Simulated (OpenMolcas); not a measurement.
Te⁴⁺: effect of the basis set

```json
{
 "Program": "OpenMolcas 26.06",
 "Method": "CASSCF",
 "Active space": "2 electrons in 4 orbitals (5s 5p)",
 "State averaging": "2S+1 = 3 even, 3 roots; 2S+1 = 1 even, 7 roots; 2S+1 = 3 odd, 3 roots; 2S+1 = 1 odd, 3 roots",
 "Spin-orbit coupling": "RASSI with atomic mean-field integrals over the reference wave functions, term energies averaged over their components"
}
```

A. ANO-R1 [6s5p3d1f], X2C, finite nucleus; cost of the order of 17 core-seconds
B. ANO-RCC-VDZP [6s5p3d1f], DKH2, point nucleus; cost of the order of 15 core-seconds
C. ANO-R2 [7s6p4d2f1g], X2C, finite nucleus; cost roughly 25 core-seconds
D. ANO-RCC-VTZP [7s6p4d2f1g], DKH2, point nucleus; cost about 8 core-seconds
E. ANO-RCC-VQZP [8s7p5d3f2g], DKH2, point nucleus; cost about 30 core-seconds
F. ANO-R3 [8s7p5d4f3g2h], X2C, finite nucleus; cost roughly 60 core-seconds

Energies in cm-1 above 5s2 1S0, the measured ground level; measured values from Moore, Atomic Energy Levels, vol. III, NSRDS-NBS 35 (1971 reprint of NBS Circular 467, 1958).

| Level | A | B | C | D | E | F | Measured |
| --- | --- | --- | --- | --- | --- | --- | --- |
| 5s2 1S0 | 0.0 | 0.0 | 0.0 | 0.0 | 0.0 | 0.0 | 0.0 |
| 5s 5p 3P* 0 | 68319 | 70056 | 70339 | 70175 | 70724 | 70904 |  |
| 5s 5p 3P* 1 | 71251 | 72869 | 73123 | 73072 | 73421 | 73603 |  |
| 5s 5p 3P* 2 | 78436 | 79748 | 79810 | 80074 | 79868 | 80073 |  |
| 5s 5p 1P* 1 | 118492 | 119026 | 119336 | 118928 | 119916 | 120046 | 111707 |
| 5p2 3P0 | 168935 | 173015 | 173845 | 173665 | 174814 | 175301 | 176248 |
| 5p2 3P1 | 174067 | 177930 | 178523 | 178632 | 179293 | 179810 | 182419 |
| 5p2 3P2 | 178617 | 182338 | 182864 | 183057 | 183549 | 184073 |  |
| 5p2 1D2 | 191167 | 194630 | 195218 | 195387 | 195848 | 196380 | 182797 |
| 5p2 1S0 | 215323 | 218276 | 219351 | 218972 | 220199 | 220692 |  |

Deviations, from unrounded energies. A percentage is the sum of absolute deviations over the sum of measured energies, with the sign that they share, or ± where signs differ.

```json
{"Against measurement": "mean absolute deviation (cm-1)", "Levels": "4", "A": "7700", "B": "6700", "C": "6600", "D": "6500", "E": "6500", "F": "6400"}
{"Against measurement": "other configurations (%)", "Levels": "4", "A": "±4.7", "B": "±4.1", "C": "±4.0", "D": "±4.0", "E": "±4.0", "F": "±3.9"}
```

C, D, E, F lie about equally close to measurement and A furthest from it. The largest miss of F in the table is 5p2 1D2, by +14000 cm-1. The ranking rests on the paired levels alone, and a cruder setting can come out closer through cancelling errors.

Among A to F the level of the table that moves most is 5p2 3P0, by 6400 cm-1 (lowest in A, highest in F).

The ¹D term of p² mixes with s d, which this space lacks. The basis is small and was not contracted for so high a charge (holds for A; B). Computed and measured levels are paired by configuration, term and J; levels that our copy of the source lacks, or whose pairing is in doubt (as where it misses far off the trend of its configuration), stay unpaired and out of the deviations. Levels of configurations outside the active space are missing.

* marks odd parity.
